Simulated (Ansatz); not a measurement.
Species: CSi, charge 0, triplet. CSi (SMILES [C]=[Si], triplet).
B3LYP-D3(BJ)/def2-TZVP minimum from Ansatz (an electronic-structure program):
```
Si
C 1 1.7136
```
Charge 0, spin multiplicity 3.

Quantity: atomisation energy (electronic, to ground-state atoms), in kcal/mol. Open shells are spin-unrestricted; no spin-orbit coupling. CBS(X,Y): correlation extrapolated as X^-3, Hartree-Fock from the larger set (Q,5: extrapolated as (X+1)exp(-9√X)). A bracket is a step between two methods taken in the basis named. Functionals run without relativity, which enters their misses. Double hybrids freeze cores in their MP2 part. 'core' is core correlation in cc-pwCVTZ (1s frozen past Ne), 'X2C' scalar relativity in cc-pVTZ-DK, both at CCSD(T). The UHF reference of CSi ([C]=[Si], triplet) is spin-contaminated (<S^2> up to 0.53 over the pure value in the sets run).

CCSD(T)/CBS(cc-pV(Q+d)Z,cc-pV(5+d)Z) + [CCSDT(Q) - CCSD(T)]/cc-pV(5+d)Z + [CCSDTQ - CCSDT(Q)]/cc-pV(D+d)Z + core + X2C (Ansatz) gives 103.0 kcal/mol.

Task: How far off this value is PBE/def2-TZVPD (Ansatz), in which direction, and which of these levels come nearer: B2PLYP/def2-TZVPD, CCSD(T)/CBS(cc-pV(Q+d)Z,cc-pV(5+d)Z) + core + X2C?

Result: PBE gives 111.0 kcal/mol, 8.0 kcal/mol above it. Differences of the others: B2PLYP/def2-TZVPD (Ansatz) -4.9; CCSD(T)/CBS(cc-pV(Q+d)Z,cc-pV(5+d)Z) + core + X2C (Ansatz) -2.1 kcal/mol. Nearer than PBE: B2PLYP/def2-TZVPD, CCSD(T)/CBS(cc-pV(Q+d)Z,cc-pV(5+d)Z) + core + X2C.
